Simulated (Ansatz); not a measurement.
Species: C4H2S2, SMILES `C1=Cc2ssc21` (charge 0, multiplicity 1), formula C₄H₂S₂.

### Question
How many basis functions does frozen-core CCSD(T)/cc-pVTZ // B3LYP-D3(BJ)/def2-TZVP (Ansatz, a quantum-chemistry and plane-wave program) use, how many core orbitals are frozen, and how many electrons are correlated?

### Answer
216 basis functions and 14 frozen orbitals, which leaves 30 correlated electrons. Core time is of the order of minutes.
